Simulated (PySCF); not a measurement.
Se(H)(OMe) (CH4OSe), SMILES CO[SeH]. Coordinates come from a PBE0-D3(BJ)/def2-TZVP optimisation. Other conformers were not sampled.

Computed with PBE0-D3(BJ)/def2-TZVP in PySCF.

Harmonic wavenumbers (cm⁻¹): 180, 228, 318, 630, 862, 1080, 1175, 1192, 1460, 1475, 1496, 2367, 3017, 3087, 3122. Rotational constants (GHz): 37.07, 4.183, 3.973; symmetry number 1.

### Question
Work out the zero-point energy and the ideal-gas rigid-rotor harmonic-oscillator thermochemistry at 298.15 K and 1 atm.

### Answer
ZPE = ½ Σ hcν = ½ × 21688 cm⁻¹ = 31.01 kcal/mol. H − E(el) = 34.50 kcal/mol. Entropy in cal/(mol K): translation 40.03, rotation 23.77, vibration 6.30, total 70.10. G − E(el) = 13.60 kcal/mol. Cp = 15.75 cal/(mol K).
